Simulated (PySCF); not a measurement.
## Se²⁺ (selenium, charge +2): UHF calculation

Configuration: [Ar] 3d10 4s2 4p2, high-spin 3P determinant. Calculation: PySCF 2.14, in x2c-TZVPPall (6s5p4d1f, 48 functions); scalar relativity by spin-free X2C-1e.

| Item | Value |
| --- | --- |
| Total energy | -2426.986238 hartree |
| One-electron energy | -3351.6328 hartree |
| Hartree (Coulomb) energy | 1011.0032 hartree |
| Exchange energy | -86.3566 hartree |
| ⟨S²⟩ | 2.0077 |
| ⟨L²⟩ | 2.022 |
| Sum of ⟨r⟩ | 19.85 bohr |
| Sum of ⟨r²⟩ | 24.18 bohr² |
| Traceless quadrupole moment −½Σ⟨3z² − r²⟩ along its main axis | 1.84 e·bohr² |
| Langevin diamagnetic susceptibility | -19.2 ×10⁻⁶ cm³/mol |

```tsv
shell	electrons	mean orbital energy (eV)	spread (eV)	rms radius, mean of both spins (bohr)
1s α	1	-12760.5	0	0.0508
1s β	1	-12760.2	0	0.0508
2s α	1	-1719.3	0	0.212
2s β	1	-1719.2	0	0.212
2p α	3	-1510.1	0.088	0.189
2p β	3	-1509.9	0.236	0.189
3s α	1	-273.70	0	0.612
3s β	1	-273.23	0	0.612
3p α	3	-205.88	0.084	0.636
3p β	3	-205.25	0.745	0.636
3d α	5	-93.431	0.417	0.693
3d β	5	-93.111	0.728	0.693
4s α	1	-45.787	0	1.85
4s β	1	-39.835	0	1.85
4p α	2	-31.449	0	2.13
```

Densities and radii are taken from the X2C orbitals without a picture-change correction, which distorts them close to the nucleus.

Spin-orbit constants ζ (cm⁻¹) from the X2C one-electron operator on these orbitals: bare nucleus, nucleus screened by l(l+1)(2l+1)/3 electrons, and screened by the Breit-Pauli mean field of the electrons.

```csv
shell,bare,screened nucleus,mean field
2p,230900,217300,211100
3p,32560,30640,29590
3d,3890,2746,2555
4p,2639,2484,2385
```

To first order the Landé constant is A = 1192 cm⁻¹, so the lowest level has J = 0 and lies 0.296 eV below the centre of the term. This holds in LS coupling only.
